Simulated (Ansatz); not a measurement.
Mulliken charges of C₂H₅InO, SMILES `C=C[O][InH2]` from r2SCAN/def2-TZVPP in Ansatz (PBE0-D4/def2-TZVP geometry).

| atom | x (Å) | y (Å) | z (Å) | charge (e) |
| --- | --- | --- | --- | --- |
| C1 | 0.030 | 1.325 | -0.761 | -0.247 |
| C2 | 0.987 | 0.554 | -0.243 | 0.136 |
| O3 | 0.905 | -0.741 | 0.060 | -0.499 |
| In4 | -0.743 | -1.616 | 0.823 | 0.632 |
| H5 | -0.955 | 0.938 | -1.002 | 0.048 |
| H6 | 0.226 | 2.367 | -0.971 | 0.069 |
| H7 | 1.974 | 0.978 | -0.046 | 0.064 |
| H8 | -0.580 | -3.301 | 0.650 | -0.106 |
| H9 | -1.845 | -0.503 | 1.490 | -0.097 |

Problem. By hand: the dipole of these point charges (1 e Å = 4.8032 D).

Solution. Σ q r = (-0.458, -0.234, 0.314) e Å, of length 0.603 e Å = 2.90 D.

Problem. How does the dipole of the full density compare? (An estimate is asked.)

Solution. The calculation gave: (-0.311, -0.224, 0.230) e Å, 2.15 D; the point charges give 1.35 times that, at 7° from its direction.

Point charges leave out the atoms' own dipoles, such as those of lone pairs, and Mulliken's split depends on the basis, so the two needn't agree.
